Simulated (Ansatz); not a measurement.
Conformers of CH5GeNO (SMILES C[O][Ge][NH2]), B3LYP-D3(BJ)/def2-TZVP minima from an xTB search, which can miss the lowest.
Conformer 1 (charge 0, multiplicity 1):
```xyz
9

C     -1.73638    -0.17546    -0.06699
O     -0.34326    -0.29571     0.13953
Ge     0.77637     1.10995    -0.08966
N      2.25850     0.13935     0.35156
H     -2.05592    -0.86964    -0.84951
H     -2.03532     0.83690    -0.36766
H     -2.27002    -0.42690     0.85405
H      2.21487    -0.83791     0.60316
H      3.19116     0.51941     0.36874
```
Conformer 2 (charge 0, multiplicity 1):
```xyz
9

C     -1.33113     0.05177    -0.32130
O     -0.75504    -0.34602     0.90460
Ge     1.00528    -0.49681     1.27394
N      1.70219     0.00491    -0.35631
H     -1.02880     1.06728    -0.60280
H     -1.06150    -0.62842    -1.13765
H     -2.41763     0.03874    -0.21366
H      2.69920     0.03372    -0.50749
H      1.18741     0.27484    -1.18127
```

Frozen-core correlation. Filled d and f shells under p-block atoms count as core. MP2 and its Hartree–Fock in cc-pVQZ are density fitted.

Run with Ansatz (a quantum-chemistry and plane-wave program) with Gaussian orbitals. Each number belongs to the level named beside it.

The energy of conformer 2 above conformer 1 is E(conformer 2) − E(conformer 1). Total energies (hartree):

| level | conformer 2 | conformer 1 |
|---|---|---|
| HF/cc-pVTZ | -2245.5886027 | -2245.5903214 |
| MP2/cc-pVTZ | -2246.3203711 | -2246.3212805 |
| HF/cc-pVQZ | -2245.6059598 | -2245.6076922 |
| MP2/cc-pVQZ | -2246.3896060 | -2246.3904537 |
| CCSD(T)/cc-pVTZ | -2246.3776375 | -2246.3784015 |

Problem. Work out the energy of conformer 2 above conformer 1 at the basis-set limit: extrapolate the MP2 correlation part as X⁻³, take Hartree–Fock from the larger set, and add the CCSD(T) − MP2 difference of cc-pVTZ.

Solution. 
1. Differences (1 hartree = 627.509 kcal/mol): HF/cc-pVTZ 1.079; MP2/cc-pVTZ 0.571; HF/cc-pVQZ 1.087; MP2/cc-pVQZ 0.532; CCSD(T)/cc-pVTZ 0.479.
2. Correlation parts, MP2 less HF: -0.508 in cc-pVTZ (X = 3), -0.555 in cc-pVQZ (X = 4).
3. Limit (4³·(-0.555) − 3³·(-0.508))/(4³ − 3³) = -0.590; with HF/cc-pVQZ it gives 0.497.
4. CCSD(T) less MP2 in cc-pVTZ: -0.091.
Result: 0.41 kcal/mol, against 0.57 at MP2/cc-pVTZ. It is an estimate of this method's limit, not of the exact value.
